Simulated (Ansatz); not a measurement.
This geometry of F2H4OW (8 atoms, charge 0, multiplicity 1) is a first-order saddle point.

Theory: Ansatz, RHF/def2-SVP.

```xyz
8
Properties=species:S:1:pos:R:3
W 0.039 0.380 -0.275
O 0.780 0.048 1.643
H 0.183 0.014 2.380
H 0.775 -0.992 0.911
F -0.026 2.164 0.296
H -1.481 -0.182 0.133
H 0.633 -1.400 0.047
F 0.127 -0.183 -2.029
```

(1) Which two structures does it join? (They come from a converged band through this point; their orientation in space is the band's.)

(2) How far does it lie above each of them?

Answers

(1) Bonds broken: W1–H4, H4–H7. Bonds formed: O2–H4.

Image 0:

```xyz
8
Properties=species:S:1:pos:R:3
W 0.060 0.358 0.108
O 0.187 0.206 1.927
H 0.426 0.081 2.829
H 1.112 -1.244 0.039
F -0.268 2.232 0.007
H -1.327 -0.568 -0.050
H 0.371 -1.547 -0.046
F 0.467 0.330 -1.707
```

Image 10:

```xyz
8
Properties=species:S:1:pos:R:3
W -0.022 0.361 -0.478
O 0.294 -0.276 1.682
H 0.557 0.348 2.348
H 0.431 -1.169 1.964
F 0.175 1.873 0.674
H -1.230 -0.781 -0.236
H 0.912 -1.041 -0.542
F -0.088 0.532 -2.303
```

(2) 1.70 eV above the first and 1.38 eV above the second. This is the barrier of this one path; another mechanism may lie lower. The orbitals stay closed-shell, which can raise the energy where a bond breaks towards radicals; this wasn't checked here.

Run time: 11 min on 1 thread of Arm Neoverse V2 (shared host), peak memory 0.2 GiB.
